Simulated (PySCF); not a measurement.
## `InChI=1S/C6H9Cl/c1-5(2)4-6(3)7/h1-3H3`

Molfile (atoms numbered from 1):
```
C6H9Cl
     RDKit          3D

 16 15  0  0  0  0  0  0  0  0999 V2000
   -1.8973    0.5638   -1.1523 C   0  0  0  0  0  0  0  0  0  0  0  0
   -1.1736    0.2029    0.1161 C   0  0  0  0  0  0  0  0  0  0  0  0
   -1.9223    0.4086    1.4045 C   0  0  0  0  0  0  0  0  0  0  0  0
    0.0524   -0.2732    0.0995 C   0  0  0  0  0  0  0  0  0  0  0  0
    1.2753   -0.7385    0.0847 C   0  0  0  0  0  0  0  0  0  0  0  0
    2.5400    0.0555    0.1456 C   0  0  0  0  0  0  0  0  0  0  0  0
    1.5378   -2.4783   -0.0155 Cl  0  0  0  0  0  0  0  0  0  0  0  0
   -2.8303   -0.0177   -1.2382 H   0  0  0  0  0  0  0  0  0  0  0  0
   -2.1842    1.6287   -1.1426 H   0  0  0  0  0  0  0  0  0  0  0  0
   -1.2844    0.3738   -2.0426 H   0  0  0  0  0  0  0  0  0  0  0  0
   -2.2250    1.4638    1.5104 H   0  0  0  0  0  0  0  0  0  0  0  0
   -1.3209    0.1265    2.2780 H   0  0  0  0  0  0  0  0  0  0  0  0
   -2.8476   -0.1913    1.4076 H   0  0  0  0  0  0  0  0  0  0  0  0
    3.1572   -0.1346   -0.7465 H   0  0  0  0  0  0  0  0  0  0  0  0
    3.1347   -0.2348    1.0258 H   0  0  0  0  0  0  0  0  0  0  0  0
    2.3159    1.1291    0.2036 H   0  0  0  0  0  0  0  0  0  0  0  0
  1  2  1  0
  2  3  1  0
  2  4  2  0
  4  5  2  0
  5  6  1  0
  5  7  1  0
  1  8  1  0
  1  9  1  0
  1 10  1  0
  3 11  1  0
  3 12  1  0
  3 13  1  0
  6 14  1  0
  6 15  1  0
  6 16  1  0
M  END
```

The calculation used PySCF 2.14.0, TDDFT CAM-B3LYP/aug-cc-pVDZ excited states, vertical, gas phase. Geometry: PBE0-D3(BJ)/def2-SVP.

How strongly do the lowest singlets absorb one photon, and two photons of half the energy?

δ for parallel linear polarisation; σ at the peak of a Lorentzian of half width 0.1 eV, single beam; Ω is circular over linear.
```csv
state,E (eV),f,photon λ (nm),δ (au),σ (GM),Ω,main
S1,5.06,0.000,490,<0.1,0.00,–,"HOMO→LUMO+2 0.39, HOMO→LUMO+1 0.25"
S2,5.99,0.000,414,0.15,0.00,1.49,"HOMO−1→LUMO+8 0.44, HOMO−1→LUMO+3 0.28"
S3,6.10,0.001,407,76.8,1.04,1.50,"HOMO→LUMO 0.73, HOMO→LUMO+2 0.11"
S4,6.31,0.011,393,52.6,0.77,1.29,HOMO−1→LUMO 0.83
S5,6.46,0.016,384,101,1.54,0.84,"HOMO→LUMO+3 0.29, HOMO−1→LUMO+2 0.22"
S6,6.76,0.816,367,11,0.18,0.71,"HOMO→LUMO+3 0.46, HOMO−1→LUMO+1 0.19"
```

Among these, the strongest one-photon state is S6, the strongest two-photon state S5, with a dipole change of 1.2 D (relaxed, norm of the difference vector).
